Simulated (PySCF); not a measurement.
C₄H₈OSi, SMILES [C@@H]1([SiH3])OC(=C1)C. Atoms are numbered in the order given.

```xyz
14

C      2.5781     0.6107     0.5498
C      1.3036     0.1657    -0.0574
C      0.5102     0.4153    -1.1199
C     -0.4491    -0.6073    -0.5557
Si    -2.0736     0.0440     0.1854
O      0.5227    -0.8096     0.5447
H      2.4034     1.0251     1.5568
H      3.2745    -0.2372     0.6586
H      3.0509     1.3816    -0.0744
H      0.5244     1.0756    -1.9820
H     -0.5677    -1.5442    -1.1270
H     -1.7654     1.2334     1.0250
H     -2.7306    -1.0114     1.0095
H     -2.9983     0.4325    -0.9212
```

Geometry optimised at B3LYP-D3(BJ)/def2-SVP. The structure was generated by enumeration; whether it is a known compound was not checked.

The numbers are results of KT2/pcSseg-1 (PySCF), not measurements.

GIAO shieldings, no solvent; atoms alike by connectivity are averaged. δ = σ(ref) − σ: ¹³C against TMS (σ = 185.1 ppm); ²⁹Si against TMS (σ = 361.9 ppm); ¹⁷O against H2O (σ = 330.4 ppm); ¹H against TMS (σ = 31.47 ppm), references at their B3LYP-D3(BJ)/def2-TZVP geometries, non-relativistic.

### Question
Estimate the chemical shifts. (Estimate from the structure and the level; the computed values follow.)

### Answer

```json
[
 {"nucleus": "¹³C", "atoms": "C2", "count": "1", "δ (ppm)": "163.6"},
 {"nucleus": "¹³C", "atoms": "C3", "count": "1", "δ (ppm)": "105.2"},
 {"nucleus": "¹³C", "atoms": "C4", "count": "1", "δ (ppm)": "84.6"},
 {"nucleus": "¹³C", "atoms": "C1", "count": "1", "δ (ppm)": "19.9"},
 {"nucleus": "²⁹Si", "atoms": "Si5", "count": "1", "δ (ppm)": "-66.4"},
 {"nucleus": "¹⁷O", "atoms": "O6", "count": "1", "δ (ppm)": "210.9"},
 {"nucleus": "¹H", "atoms": "H10", "count": "1", "δ (ppm)": "5.92"},
 {"nucleus": "¹H", "atoms": "H11", "count": "1", "δ (ppm)": "5.87"},
 {"nucleus": "¹H", "atoms": "H12, H13, H14", "count": "3", "δ (ppm)": "4.21"},
 {"nucleus": "¹H", "atoms": "H7, H8, H9", "count": "3", "δ (ppm)": "2.27"}
]
```
